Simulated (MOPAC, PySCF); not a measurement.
C3H4S, SMILES `C(C=S)=C` (C–C–C–S torsion 180°), neutral singlet in the gas phase. 

Cartesian coordinates (Å):
```xyz
8

C     -1.2467    -0.0707    -0.2146
C     -0.1146     0.1065     0.4720
C      1.1800    -0.0146    -0.1518
S      2.5994     0.1821     0.5988
H     -1.2278    -0.3134    -1.2722
H     -2.2187     0.0205     0.2549
H     -0.1283     0.3493     1.5300
H      1.1567    -0.2597    -1.2170
```
Charge 0, spin multiplicity 1.

All levels are single points at this geometry (PBE0-D3(BJ)/def2-TZVP); Pople sets use spherical d functions. Orbital energies aren't observables, and empty levels follow the basis.

| level | HOMO (eV) | LUMO (eV) | gap (eV) | dipole (D) | vertical IE, Delta-SCF (eV) |
|---|---|---|---|---|---|
| M06-2X/def2-TZVP in PySCF | -7.76 | -1.86 | 5.90 | 2.79 | 8.79 |
| PBE-D3(BJ)/def2-TZVP in PySCF | -5.27 | -3.57 | 1.70 | 2.82 | 8.58 |
| B3LYP/3-21G in PySCF | -6.13 | -2.66 | 3.47 | 3.26 | – |
| B3LYP/6-311+G** in PySCF | -6.33 | -2.95 | 3.38 | 3.02 | – |
| B3LYP/6-31G* in PySCF | -6.09 | -2.64 | 3.45 | 3.17 | 8.58 |
| BP86/6-31G* in PySCF | -5.19 | -3.43 | 1.76 | 3.12 | – |
| M06-2X/6-31G* in PySCF | -7.61 | -1.67 | 5.94 | 3.02 | – |
| HF/3-21G in PySCF | -9.34 | 0.93 | 10.27 | 3.77 | – |
| HF/STO-3G in PySCF | -6.39 | 4.72 | 11.11 | 1.37 | – |
| AM1 in MOPAC | -8.67 | -1.43 | 7.25 | 3.39 | – |
| PM3 in MOPAC | -9.04 | -1.87 | 7.16 | 3.50 | – |
| PM6 in MOPAC | -8.93 | -1.52 | 7.41 | 2.42 | – |
| PM7 in MOPAC | -8.82 | -1.63 | 7.19 | 2.37 | – |
